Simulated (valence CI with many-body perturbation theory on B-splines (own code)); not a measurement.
**E1 line list for P⁹⁺**

Method: relativistic CI+MBPT: four valence electrons over a frozen Dirac-Fock core [He], a basis of 11 s, 11 p, 9 d, 7 f, 5 g, 2 h, 1 i functions for each j, with the one-electron correlation potential Σ1 (screened to all orders), the two-electron term Σ2, the three-electron term Σ3, Breit, model QED; selected single and double excitations, second order for the rest, scaled by the run's own slope (own B-spline code, finite nucleus).

No measured spectrum was set against this ion. As an estimate, levels of excited configurations hold to 0.05 to 0.15 % of their energy, terms of the ground configuration to about 0.5 %.

Lines 101 to 150 of 236 in falling wavelength, among levels below 288.78 eV, chosen from the strongest by gf and those to the six lowest levels. Wavelengths and rates use the calculated energies, so an error of 200 cm⁻¹ moves a line at 26.57 nm by 0.053 % and its rate by three times that or more. Electric multipoles are in the length gauge, E1 and E2 with the static RPA response of the core. Weak lines are less certain than strong ones. Lines between different terms over intervals too small for the method are left out, as are lines whose strength nearly cancels. The highest levels of a list are the least certain.

```
λ vac (nm)            Upper         Lower   A (s⁻¹)  log gf  Branch %
     26.57     2s 2p3 3P°_1  2s2 2p2 3P_1  2.20e+09   -1.16      32.1
     26.57     2s 2p3 3P°_0  2s2 2p2 3P_1  6.91e+09   -1.14     100.0
     26.55     2s 2p3 3P°_2  2s2 2p2 3P_1  1.29e+09   -1.17      19.4
     26.31     2s 2p3 3P°_1  2s2 2p2 3P_0  2.14e+09   -1.18      31.3
     23.84         2p4 3P_2  2s 2p3 3D°_3  1.36e+10   -0.24      58.4
     23.84         2p4 3P_2  2s 2p3 3D°_2  3.08e+09   -0.88      13.2
     23.69     2s 2p3 1P°_1  2s2 2p2 1S_0  6.57e+09   -0.78      20.4
     23.52     2s 2p3 1D°_2  2s2 2p2 1D_2  1.99e+10   -0.08      99.4
     23.49         2p4 3P_1  2s 2p3 3D°_1  4.58e+09   -0.94      19.3
     23.48         2p4 3P_1  2s 2p3 3D°_2  1.16e+10   -0.54      49.0
     23.36         2p4 3P_0  2s 2p3 3D°_1  1.59e+10   -0.89      66.6
     23.20     2s 2p3 3S°_1  2s2 2p2 1D_2  4.93e+06   -3.92       0.0
     21.01     2s 2p3 1D°_2  2s2 2p2 3P_2  1.09e+08   -2.44       0.5
     20.78     2s 2p3 1D°_2  2s2 2p2 3P_1  5.40e+06   -3.76       0.0
     20.75     2s 2p3 3S°_1  2s2 2p2 3P_2  2.30e+10   -0.35      56.3
     20.72     2s 2p3 1P°_1  2s2 2p2 1D_2  2.55e+10   -0.31      79.2
     20.53     2s 2p3 3S°_1  2s2 2p2 3P_1  1.34e+10   -0.60      32.7
     20.37     2s 2p3 3S°_1  2s2 2p2 3P_0  4.45e+09   -1.08      10.9
     18.75     2s 2p3 1P°_1  2s2 2p2 3P_2  3.40e+06   -4.27       0.0
     18.56     2s 2p3 1P°_1  2s2 2p2 3P_1  1.26e+08   -2.71       0.4
     18.44     2s 2p3 1P°_1  2s2 2p2 3P_0  6.24e+05   -5.02       0.0
     17.39         2p4 3P_2  2s 2p3 5S°_2  1.21e+07   -3.56       0.1
     17.19         2p4 3P_1  2s 2p3 5S°_2  5.13e+06   -4.17       0.0
     5.530   2s 2p2 3s 3P_2  2s 2p3 3P°_2  7.10e+10   -0.79      34.2
     5.484   2s 2p2 3s 1D_2  2s 2p3 1D°_2  8.17e+10   -0.73      75.4
     5.447  2s2 2p 3s 3P°_1  2s2 2p2 1S_0  1.50e+09   -2.70       0.9
     5.385  2s2 2p 3s 1P°_1  2s2 2p2 1S_0  6.13e+10   -1.10      22.9
     5.375   2s 2p2 3s 3P_1  2s 2p3 3D°_2  9.77e+10   -0.90      47.5
     5.361   2s 2p2 3s 3P_2  2s 2p3 3D°_3  9.91e+10   -0.67      47.8
     5.284   2s2 2p 3p 3S_1  2s 2p3 5S°_2  4.43e+07   -4.25       0.3
     5.273  2s2 2p 3s 3P°_1  2s2 2p2 1D_2  6.44e+09   -2.09       3.8
     5.265   2s 2p2 3s 3D_3  2s 2p3 3P°_2  6.21e+10   -0.74      24.5
     5.264   2s 2p2 3s 3D_2  2s 2p3 3P°_1  4.64e+10   -1.02      18.4
     5.256   2s2 2p 3p 3P_2  2s 2p3 5S°_2  9.91e+06   -4.69       0.0
     5.253  2s2 2p 3s 3P°_2  2s2 2p2 1D_2  9.32e+08   -2.71       0.6
     5.216  2s2 2p 3s 1P°_1  2s2 2p2 1D_2  2.02e+11   -0.61      75.7
     5.136  2s2 2p 3s 3P°_1  2s2 2p2 3P_2  6.99e+10   -1.08      40.9
     5.127  2s2 2p 3s 3P°_0  2s2 2p2 3P_1  1.65e+11   -1.19     100.0
     5.122  2s2 2p 3s 3P°_1  2s2 2p2 3P_1  3.90e+10   -1.34      22.8
     5.116  2s2 2p 3s 3P°_2  2s2 2p2 3P_2  1.24e+11   -0.61      74.3
     5.112  2s2 2p 3s 3P°_1  2s2 2p2 3P_0  5.40e+10   -1.20      31.6
     5.112   2s 2p2 3s 3D_1  2s 2p3 3D°_1  1.26e+11   -0.83      50.1
     5.111   2s 2p2 3s 3D_3  2s 2p3 3D°_3  1.60e+11   -0.36      63.0
     5.111   2s 2p2 3s 3D_2  2s 2p3 3D°_2  1.16e+11   -0.64      45.9
     5.111   2s 2p2 3s 3D_3  2s 2p3 3D°_2  2.80e+10   -1.11      11.1
     5.102  2s2 2p 3s 3P°_2  2s2 2p2 3P_1  4.19e+10   -1.09      25.1
     5.086   2s 2p2 3s 5P_1  2s 2p3 5S°_2  1.28e+11   -0.83      99.9
     5.081  2s2 2p 3s 1P°_1  2s2 2p2 3P_2  4.55e+08   -3.28       0.2
     5.078   2s 2p2 3s 5P_2  2s 2p3 5S°_2  1.29e+11   -0.60      99.9
     5.067  2s2 2p 3s 1P°_1  2s2 2p2 3P_1  2.05e+09   -2.63       0.8
```
